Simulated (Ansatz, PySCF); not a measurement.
The pair A = HCl (SMILES Cl) (first 2 atoms), B = GeH4 (SMILES [GeH4]); geometry from B3LYP-D3(BJ)/def2-TZVP.
(charge 0, multiplicity 1):
```xyz
7

Cl    -0.840     0.825    -0.481
H     -1.077     0.210     0.622
Ge     0.213    -0.080     3.379
H      0.186     1.444     3.550
H     -0.993    -0.503     2.516
H      0.098    -0.772     4.743
H      1.503    -0.511     2.669
```

Frozen-core correlation. Filled d and f shells under p-block atoms count as core. CBS(a, b) extrapolates the correlation energy as X⁻³ and adds the Hartree–Fock energy of set b. MP2 and its Hartree–Fock in def2-QZVPPD are density fitted.

Codes used: Ansatz (a first-principles code); PySCF for the dispersion terms. Each number belongs to the level named beside it.

The monomers are drawn apart, rigid, along the line of their centres of mass. Counterpoise-corrected interaction energies (kcal/mol):

```csv
level,R = 4.881 Å,R = 5.691 Å
PBE/def2-TZVPPD,-0.4384,-0.1467
PBE-D3(BJ)/def2-TZVPPD,-0.8196,-0.3053
wB97M-V/def2-TZVPPD,-0.5480,-0.2170
"MP2/CBS(def2-TZVPPD, def2-QZVPPD) + ΔCCSD(T)/def2-TZVPPD",-0.5926,-0.2244
```

Problem. R is the distance of the centres of mass. Find the local exponent m of E ∝ R⁻ᵐ between the two points.

Solution. 
m = ln(E₁/E₂)/ln(R₂/R₁): PBE/def2-TZVPPD 7.1; PBE-D3(BJ)/def2-TZVPPD 6.4; wB97M-V/def2-TZVPPD 6.0; MP2/CBS(def2-TZVPPD, def2-QZVPPD) + ΔCCSD(T)/def2-TZVPPD 6.3. For scale, two fixed dipoles give m = 3, dipole and quadrupole 4, quadrupoles 5, and dispersion or dipole-induced dipole 6 at long range; at these distances several terms mix, and what is left of overlap and damping shifts m, so it need not match one of them.
